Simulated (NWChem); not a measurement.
# C₂H₃BrF₂; SMILES CC(F)(F)Br

```xyz
8

C     -1.3986    -1.3577     0.0000
C      0.0053    -0.8285     0.0000
F      0.6772    -1.2452    -1.0771
F      0.6772    -1.2452     1.0771
Br     0.0345     1.1345     0.0000
H     -1.9307    -1.0162    -0.8960
H     -1.9307    -1.0162     0.8960
H     -1.3468    -2.4569     0.0000
```
Atoms are numbered in this order, from 1.

Computed with NWChem. Geometry: optimised at PBE0/def2-SVP. Level: PBE0/def2-SVP with SMD (1 M gas to 1 M solution), gas-phase geometry.

```tsv
solvent	dielectric constant	solvation free energy (kcal/mol)	cavity-dispersion-structure term (kcal/mol)	dipole in solution (D)
water	78.4	(withheld)	(withheld)	2.62
ethyl acetate	5.99	-3.8	-1.4	2.53
tetrahydrofuran	7.43	-3.7	-1.2	2.55
dimethyl sulfoxide	46.8	-2.9	-0.1	2.61
cyclohexane	2.02	-3.0	-1.6	2.35
chloroform	4.71	-4.1	-1.9	2.50
```

Q: Some entries are withheld; supply them.

A: 
- water, solvation free energy (kcal/mol): -0.5
- water, cavity-dispersion-structure term (kcal/mol): 2.4
